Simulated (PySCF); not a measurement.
Molecule: SMILES CBCCC, C₄H₁₁B.

Structure with atom numbers: `[CH3:1][BH:2][CH2:3][CH2:4][CH3:5]` (H(Xn): hydrogen on atom n).

Geometry PBE0-D3(BJ)/def2-SVP throughout; GIAO in PySCF 2.14, gas phase, one conformer, non-relativistic; equivalent atoms averaged; functional PBE0.

Problem. How do the shifts δ (against TMS, BF3·OEt2 at the same level) depend on the basis set? (a selection of nuclei; ppm; last column core-seconds on 1 thread of an Arm Neoverse V1, shared host)

Solution. 
| basis set | functions | C3 | C4 | C5 | B2 | H(B2) | H(C3) | H(C1) | H(C4) | H(C5) | core-s |
| --- | --- | --- | --- | --- | --- | --- | --- | --- | --- | --- | --- |
| STO-3G | 36 | 26.9 | 24.7 | 20.9 | 89.6 | 7.32 | 1.30 | 1.19 | 1.04 | 0.77 | 3.1 |
| 6-31G | 67 | 35.3 | 20.2 | 18.5 | 79.0 | 8.28 | 1.86 | 1.35 | 1.85 | 1.16 | 5.8 |
| 6-31G* | 92 | 33.0 | 19.9 | 17.9 | 79.8 | 7.74 | 1.62 | 1.06 | 1.76 | 1.02 | 7.9 |
| def2-SVP | 125 | 34.3 | 19.9 | 17.8 | 83.5 | 7.54 | 1.48 | 1.06 | 1.44 | 0.88 | 11 |
| pcSseg-1 | 140 | 37.0 | 20.9 | 18.9 | 88.9 | 7.48 | 1.48 | 1.09 | 1.44 | 1.02 | 10 |
| 6-311+G(2d,p) | 201 | 37.0 | 21.1 | 17.9 | 85.9 | 7.62 | 1.54 | 1.00 | 1.54 | 0.94 | 23 |
| def2-TZVP | 221 | 37.4 | 22.0 | 18.7 | 86.9 | 7.63 | 1.54 | 1.00 | 1.56 | 0.95 | 28 |

Problem. Which nucleus among those listed moves most, in ppm?

Solution. B2 (boron bonded to 2 C, H): from 79.0 ppm with 6-31G to 89.6 ppm with STO-3G. The smallest spread is 0.35 ppm, at H(C1). Proton shifts span only some 12 ppm, so a few tenths of a ppm matter as much there as several ppm in carbon.

Problem. Taking the largest basis, def2-TZVP (221 functions), as the yardstick, rank the others by their worst heavy-atom deviation.

Solution. 6-311+G(2d,p) 1.0 ppm (201 functions), pcSseg-1 2.0 ppm (140 functions), def2-SVP 3.4 ppm (125 functions), 6-31G* 7.1 ppm (92 functions), 6-31G 7.9 ppm (67 functions), STO-3G 10.6 ppm (36 functions).

A small basis that lands close on one nucleus may do so by chance; judge by the trend and by all nuclei.
